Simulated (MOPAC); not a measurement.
MOPAC input (AM1):

```
AM1 1SCF UHF MS=0.5 GEO-OK AUX(PRECISION=9) THREADS=1
C2H7BN

C     1.47250200 1   -0.39033400 1    0.14749700 1
B    -0.02295700 1    0.11241100 1   -0.06180800 1
C    -1.22045600 1   -0.70285400 1    0.59764200 1
N    -0.28744400 1    1.17334300 1   -0.90229800 1
H     1.57190100 1   -1.41553600 1   -0.22141200 1
H     2.22332500 1    0.22628300 1   -0.34509900 1
H     1.69376600 1   -0.42265400 1    1.21865700 1
H    -1.05117800 1   -0.78825100 1    1.67511500 1
H    -2.20365600 1   -0.26431600 1    0.43115000 1
H    -1.22842400 1   -1.72307900 1    0.20212000 1
H    -0.39111500 1    2.17122600 1   -0.80624100 1
```

From the output:

```
                                                       MOPAC v23.2.5 Linux

          FINAL HEAT OF FORMATION =          6.28778 KCAL/MOL =      26.30807 KJ/MOL

          COSMO AREA              =        108.98 SQUARE ANGSTROMS
          COSMO VOLUME            =         92.97 CUBIC ANGSTROMS

          IONIZATION POTENTIAL    =         10.182041 EV
          ALPHA SOMO LUMO (EV)    =        -10.182  1.888
          BETA  SOMO LUMO (EV)    =        -10.485  0.692
          NO. OF ALPHA ELECTRONS  =         12
          NO. OF BETA  ELECTRONS  =         11
          MOLECULAR WEIGHT        =         55.8940         POINT GROUP:  Cs

          MOLECULAR DIMENSIONS (Angstroms)

            Atom       Atom       Distance
            H     9    H     6     4.52122
            H    11    H     5     3.87405
            H     7    N     4     1.94708

          SCF CALCULATIONS        =          1

   ATOM   CHEMICAL          X               Y               Z
  NUMBER   SYMBOL      (ANGSTROMS)     (ANGSTROMS)     (ANGSTROMS)

     1       C          1.47250200  *  -0.39033400  *   0.14749700  *
     2       B         -0.02295700  *   0.11241100  *  -0.06180800  *
     3       C         -1.22045600  *  -0.70285400  *   0.59764200  *
     4       N         -0.28744400  *   1.17334300  *  -0.90229800  *
     5       H          1.57190100  *  -1.41553600  *  -0.22141200  *
     6       H          2.22332500  *   0.22628300  *  -0.34509900  *
     7       H          1.69376600  *  -0.42265400  *   1.21865700  *
     8       H         -1.05117800  *  -0.78825100  *   1.67511500  *
     9       H         -2.20365600  *  -0.26431600  *   0.43115000  *
    10       H         -1.22842400  *  -1.72307900  *   0.20212000  *
    11       H         -0.39111500  *   2.17122600  *  -0.80624100  *

                             CARTESIAN COORDINATES

   1    C        1.472502000    -0.390334000     0.147497000
   2    B       -0.022957000     0.112411000    -0.061808000
   3    C       -1.220456000    -0.702854000     0.597642000
   4    N       -0.287444000     1.173343000    -0.902298000
   5    H        1.571901000    -1.415536000    -0.221412000
   6    H        2.223325000     0.226283000    -0.345099000
   7    H        1.693766000    -0.422654000     1.218657000
   8    H       -1.051178000    -0.788251000     1.675115000
   9    H       -2.203656000    -0.264316000     0.431150000
  10    H       -1.228424000    -1.723079000     0.202120000
  11    H       -0.391115000     2.171226000    -0.806241000

           Empirical Formula: C2 H7 N B  =    11 atoms

      MOLECULAR POINT GROUP   :   Cs

          ALPHA EIGENVALUES
 -33.57061 -29.72004 -28.06696 -19.13182 -14.99056 -14.04972 -13.96770 -12.99640
 -12.96922 -12.52203 -11.24879 -10.18204   1.88780   2.69816   4.25567   4.69486
   4.80322   4.86709   5.20136   5.23096   5.37804   6.25984   7.47238

           BETA EIGENVALUES
 -32.40539 -28.52136 -27.94117 -18.84807 -14.84209 -13.97621 -13.33254 -12.94356
 -12.69724 -11.57630 -10.48461   0.69189   1.97252   3.00067   4.47431   4.73941
   4.87153   4.94082   5.25080   5.26530   5.56383   6.59467   7.84887

              NET ATOMIC CHARGES AND DIPOLE CONTRIBUTIONS

  ATOM NO.   TYPE          CHARGE      No. of ELECS.   s-Pop       p-Pop
    1          C          -0.277271        4.2773     1.23155     3.04572
    2          B           0.174898        2.8251     1.17424     1.65086
    3          C          -0.277543        4.2775     1.23162     3.04592
    4          N          -0.317645        5.3176     1.65432     3.66332
    5          H           0.082879        0.9171     0.91712
    6          H           0.074293        0.9257     0.92571
    7          H           0.079353        0.9206     0.92065
    8          H           0.079370        0.9206     0.92063
    9          H           0.073919        0.9261     0.92608
   10          H           0.083208        0.9168     0.91679
   11          H           0.224539        0.7755     0.77546
 DIPOLE           X         Y         Z       TOTAL
 POINT-CHG.     0.054     0.376     0.588     0.700
 HYBRID         0.048     0.329     0.530     0.626
 SUM            0.102     0.705     1.118     1.326

          ATOMIC ORBITAL ELECTRON POPULATIONS

     Atom    s        px        py        pz
    1  C   1.23155   1.01282   1.02054   1.01236
    2  B   1.17424   0.71799   0.58348   0.34940
    3  C   1.23162   1.01207   1.02135   1.01250
    4  N   1.65432   1.04808   1.11539   1.49986
    5  H   0.91712
    6  H   0.92571
    7  H   0.92065
    8  H   0.92063
    9  H   0.92608
   10  H   0.91679
   11  H   0.77546

                    (SZ)    =    0.500000
                    (S**2)  =    0.759382

          ATOMIC ORBITAL SPIN POPULATIONS

    Atom   Total    s     px     py     pz
         Atomic
    1  C  0.0779  0.012  0.045  0.014  0.007
    2  B -0.1201 -0.018 -0.038 -0.036 -0.027
    3  C  0.0786  0.012  0.028  0.023  0.015
    4  N  1.0211  0.041  0.883  0.044  0.053
    5  H -0.0036 -0.004
    6  H -0.0049 -0.005
    7  H -0.0030 -0.003
    8  H -0.0028 -0.003
    9  H -0.0050 -0.005
   10  H -0.0038 -0.004
   11  H -0.0345 -0.034

 **********************
 *                    *
 * JOB ENDED NORMALLY *
 *                    *
 **********************

 == MOPAC DONE ==
```

The geometry given is a B3LYP-D3(BJ)/def2-TZVP minimum.
